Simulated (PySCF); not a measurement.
In(Me)2 (C2H6In), SMILES [In+]([CH3])[CH3], charge +1. Atoms are numbered in the order given.

```xyz
9

In     0.0000     0.0000     0.0000
C      0.0000     0.0000    -2.1051
H      0.9053     0.5139    -2.4597
H     -0.8977     0.5271    -2.4597
H     -0.0076    -1.0410    -2.4597
C      0.0000     0.0000     2.1051
H      0.9053    -0.5139     2.4597
H     -0.8977    -0.5271     2.4597
H     -0.0076     1.0410     2.4597
```
Charge +1, spin multiplicity 1.

Geometry: PBE0-D3(BJ)/def2-SVP. The geometry has at least one imaginary mode, so it is a saddle point at that level. The spin state was assumed, not searched. The isomer is the one that the SMILES or the coordinates give; other isomers of the formula were not compared. The def2 effective core potentials stand for the cores of In; spin–orbit coupling is left out.

These are TDA-M06-2X/def2-SVPD in PySCF values and carry that method's errors.

Vertical excitations; the highest root listed may be one member of a degenerate set. The molecule is in vacuum. State labels are in the subgroup C2.

Computed excitation energies, oscillator strengths and character:
```
state  symmetry  energy (eV)  λ (nm)      f                                                                 main pairs
-----  --------  -----------  ------  -----  -------------------------------------------------------------------------
S1            B         5.37     231  0.000                                               HOMO→LUMO+1 (degenerate set)
S2            A         5.37     231  0.000                                                 HOMO→LUMO (degenerate set)
S3            B         7.23     171  0.746                                                           HOMO→LUMO+2 86 %
S4            A         8.81     141  0.000                                       HOMO−2→LUMO+1 50 %, HOMO−3→LUMO 48 %
S5            A         8.82     141  0.000  HOMO−1→LUMO+2 51 %, HOMO−5→LUMO+1 19 %, HOMO−4→LUMO 19 %, HOMO→LUMO+4 9 %
S6            B         8.85     140  0.000                                HOMO−3→LUMO+1, HOMO−2→LUMO (degenerate set)
S7            A         8.85     140  0.000                                HOMO−3→LUMO, HOMO−2→LUMO+1 (degenerate set)
S8            B         8.97     138  0.040                     HOMO→LUMO+3 42 %, HOMO−2→LUMO 26 %, HOMO−3→LUMO+1 26 %
S9            B         8.98     138  0.000                                       HOMO−4→LUMO+1 50 %, HOMO−5→LUMO 49 %
S10           A         9.02     137  0.000                   HOMO−4→LUMO 34 %, HOMO−5→LUMO+1 34 %, HOMO−2→LUMO+2 28 %
T1            B         4.98     249      0                                               HOMO→LUMO+1 (degenerate set)
T2            A         4.98     249      0                                                 HOMO→LUMO (degenerate set)
T3            B         5.05     246      0                                                           HOMO→LUMO+2 91 %
T4            A         7.54     164      0                                                         HOMO−1→LUMO+1 96 %
```
Triplets are in the Tamm–Dancoff approximation.
